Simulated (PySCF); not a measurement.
Job file and geometry (Å, from GFN2-xTB) of an NMR shielding run on `InChI=1S/C6H9BF3P/c7-11(3-1-2-4-11)6(10)5(8)9/h1,3H,2,4H2,7H3/t11-/m0/s1`, GIAO PBE0/pcSseg-1 NMR shielding, non-relativistic, gas phase (PySCF); density fitting, a coarse starting grid and PySCF grid level 2 are the driver's defaults:

```
$ OMP_NUM_THREADS=1 python probes_run.py task.json out

{"job": {"kind": "nmr", "xc": "PBE0", "basis": "pcSseg-1"}, "charge": 0, "multiplicity": 1}
B      0.938524     2.316889     0.519224
P      0.222927     0.587416     0.106953
C      1.154311    -0.337536    -1.184505
F      0.706090    -0.222893    -2.447428
C      2.300379    -0.960150    -0.942500
F      3.092729    -1.568783    -1.810149
F      2.768510    -1.081499     0.293576
C     -0.044443    -0.712164     1.342164
C     -1.198269    -1.344598     1.165063
C     -2.030435    -0.939619    -0.011336
C     -1.502773     0.407906    -0.519292
H      2.033981     2.108568     0.929107
H      0.911087     2.905381    -0.513605
H      0.179843     2.733205     1.336467
H      0.656301    -0.896211     2.138521
H     -1.549128    -2.141647     1.803569
H     -1.938997    -1.710340    -0.782863
H     -3.086152    -0.876587     0.257468
H     -2.067735     1.234121    -0.079816
H     -1.551898     0.509220    -1.603654
```

Question: Write the output of this run.

Answer: 
```
coarse grid: 18064 points
cycle   1  E = -898.6825848514  dE =  1.772e+00  |g| = 8.402e-01  |ddm| = 4.175e+00
cycle   2  E = -898.5553497682  dE =  1.272e-01  |g| = 1.223e+00  |ddm| = 1.713e+00
cycle   3  E = -898.8292793107  dE = -2.739e-01  |g| = 1.372e-01  |ddm| = 1.020e+00
cycle   4  E = -898.8328249479  dE = -3.546e-03  |g| = 4.972e-02  |ddm| = 1.724e-01
cycle   5  E = -898.8332918913  dE = -4.669e-04  |g| = 1.867e-02  |ddm| = 6.137e-02
cycle   6  E = -898.8333610087  dE = -6.912e-05  |g| = 5.267e-03  |ddm| = 1.983e-02
cycle   7  E = -898.8333675661  dE = -6.557e-06  |g| = 1.320e-03  |ddm| = 6.030e-03
final grid: 173544 points
cycle   8  E = -898.9176782190  dE = -5.801e-05  |g| = 9.421e-03  |ddm| = 4.182e-02
cycle   9  E = -898.9176669232  dE =  1.130e-05  |g| = 1.227e-02  |ddm| = 1.791e-02
cycle  10  E = -898.9176994351  dE = -3.251e-05  |g| = 1.514e-03  |ddm| = 1.024e-02
cycle  11  E = -898.9176999308  dE = -4.957e-07  |g| = 3.544e-04  |ddm| = 1.558e-03
cycle  12  E = -898.9176999559  dE = -2.519e-08  |g| = 1.652e-04  |ddm| = 4.508e-04
cycle  13  E = -898.9176999620  dE = -6.096e-09  |g| = 3.563e-05  |ddm| = 1.720e-04
cycle  14  E = -898.9176999623  dE = -2.617e-10  |g| = 1.139e-05  |ddm| = 4.783e-05
converged SCF energy = -898.9176999623

GIAO shielding tensors (ppm)
atom      isotropic    diamagn.    paramagn.     s11        s22        s33       span
  0 B      148.493     188.186     -39.692    138.449    149.824    157.207     18.757
  1 P      284.536     966.810    -682.274    220.232    272.673    360.702    140.470
  2 C       49.097     258.517    -209.421     11.784     51.218     84.288     72.503
  3 F      374.425     472.337     -97.912    292.821    394.404    436.050    143.229
  4 C       17.280     251.090    -233.810    -52.649     47.971     56.517    109.167
  5 F      256.283     469.250    -212.967    209.547    275.973    283.328     73.781
  6 F      284.634     476.621    -191.988    250.584    293.747    309.571     58.987
  7 C       55.220     261.392    -206.172    -49.633     70.083    145.209    194.842
  8 C       28.466     255.008    -226.542    -83.440     26.445    142.394    225.834
  9 C      149.211     249.069     -99.858    125.898    151.732    170.004     44.106
 10 C      161.347     255.376     -94.030    136.709    165.194    182.138     45.429
 11 H       30.514      28.681       1.832     26.635     29.719     35.188      8.552
 12 H       30.510      28.615       1.896     27.094     29.205     35.232      8.137
 13 H       30.992      28.903       2.089     27.200     29.398     36.377      9.177
 14 H       25.303      32.866      -7.563     23.750     25.222     26.938      3.188
 15 H       24.744      30.327      -5.583     23.136     24.479     26.618      3.481
 16 H       28.834      29.918      -1.084     24.732     26.792     34.978     10.246
 17 H       28.824      28.988      -0.164     23.611     26.691     36.170     12.558
 18 H       29.674      31.878      -2.204     23.669     28.702     36.651     12.983
 19 H       29.044      31.610      -2.566     24.844     27.673     34.616      9.772
```

Size and cost of the density-fitted run: 239 basis functions, 55 s wall time on 1 thread of an Arm Neoverse V1, shared host; peak memory 1 GiB.
